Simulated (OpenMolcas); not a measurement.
W4+ in Cs2GeF6: curves along the breathing mode

W4+ with its 6 nearest fluoride ions, on the Ge site of Cs2GeF6 (a = 9.021 Å, distance in the model lattice 1.804 Å). The rest of the host is ab initio model potentials to 7.6 Å and point charges beyond; the distance is set by hand and nothing relaxes. Ligand basis ANO-RCC-VDZP.

```
Program             : OpenMolcas
Method              : SS-CASPT2, IPEA 0.25 Eh, imaginary shift 0.1 Eh (the lowest 17 gerade and 15 ungerade orbitals frozen, chosen by energy and not by shell, so the metal 5p can be frozen and 4f correlated)
Basis               : ANO-RCC-VDZP [7s6p4d2f1g]
Scalar Hamiltonian  : DKH2, point nucleus
Active space        : 2 electrons in 5 orbitals (5d)
State averaging     : 2S+1 = 3 even, 10 roots; 2S+1 = 1 even, 15 roots
Spin-orbit coupling : RASSI with atomic mean-field integrals over the reference wave functions
```

Spin-free energies (labels of O, the rotations of Oh) in cm-1 above the lowest fitted minimum, as all ligands move together:

| R (Å) | 3T1 | 1T2 | 1E | 1A1 | 3T1(2) | 1T2(2) | 3A2 |
| --- | --- | --- | --- | --- | --- | --- | --- |
| 1.786 | 21390 | 29310 | 29240 | 40380 | 80350 | 81500 | 127850 |
| 1.828 | 10580 | 18550 | 18520 | 29660 | 65230 | 66400 | 108070 |
| 1.87 | 3930 | 11980 | 11950 | 23110 | 54550 | 55690 | 93080 |
| 1.912 | 620 | 8740 | 8760 | 19910 | 47600 | 48980 | 82250 |
| 1.954 | 130 | 8320 | 8330 | 19490 | 43730 | 45120 | 74960 |
| 1.996 | 1860 | 10080 | 10140 | 21280 | 42560 | 43900 | 70680 |
| 2.038 | 5380 | 13660 | 13750 | 24890 | 43520 | 44800 | 68930 |

Cubic fits give the following; the wavenumber is harmonic, with the mass of all moving ligands, small differences in it between states hang on the degree of the fit, a number in brackets counts states of one label, and the table is a selection of at most 14 states with clean curves.

```tsv
State	R0 (Å)	Breathing mode (cm-1)	Minimum (cm-1)
3T1	1.941	640	0
1T2	1.940	641	8160
1E	1.939	642	8180
1A1	1.939	642	19330
3T1(2)	1.997	590	42590
1T2(2)	1.998	570	43970
```

The minimum of 3T1(2) is shifted by +0.0560 Å against 3T1 (from the unrounded fits). With M = 114.0 u for the moving shell, the Huang-Rhys factor in this mode is S = M ω ΔR² / 2ħ = 0.01483 × 114.0 × 640 × 0.0560² = 3.39. Only the first shell moves, against a rigid host.

Roots that are degenerate in the reference are averaged as groups; the widest CASPT2 spread within a group is 700 cm-1 (the 3-fold group of multiplicity 1 near 62200 cm-1 above the lowest state of its run, R = 1.786). Shifts and gaps below about the spread of the groups concerned are not significant. Over all roots computed the reference weight is 0.72 to 0.73 in R = 1.786, 0.72 to 0.73 in R = 1.828, 0.72 to 0.73 in R = 1.87, 0.72 to 0.73 in R = 1.912, 0.71 to 0.73 in R = 1.954, 0.71 to 0.72 in R = 1.996, 0.71 to 0.72 in R = 2.038; a low but even weight reflects the number of correlated electrons. An orbital triplet at a regular site is open to Jahn-Teller coupling, which can distort the site and quench the lowest spin-orbit gaps and is left out. Ligand-to-metal charge-transfer states are missing. With no ligand orbital active B as a rule stays too high, so bands that hang on it stand too high and its fall with covalency is understated. With one d shell and no ligand orbital active, 10Dq can be off by a tenth or more. The least metal-like active orbital is 69 % on the metal (Löwdin) and no ligand orbital is active, so the numbers are rough (holds for R = 1.786). The least metal-like active orbital is 71 % on the metal (Löwdin) and no ligand orbital is active, so the numbers are rough (holds for R = 1.828). The least metal-like active orbital is 73 % on the metal (Löwdin) and no ligand orbital is active, so the numbers are rough (holds for R = 1.87). The least metal-like active orbital is 74 % on the metal (Löwdin) and no ligand orbital is active, so the numbers are rough (holds for R = 1.912). The least metal-like active orbital is 75 % on the metal (Löwdin) and no ligand orbital is active, so the numbers are rough (holds for R = 1.954). The least metal-like active orbital is 76 % on the metal (Löwdin) and no ligand orbital is active, so the numbers are rough (holds for R = 1.996). The least metal-like active orbital is 77 % on the metal (Löwdin) and no ligand orbital is active, so the numbers are rough (holds for R = 2.038). No measured value stands beside these numbers.
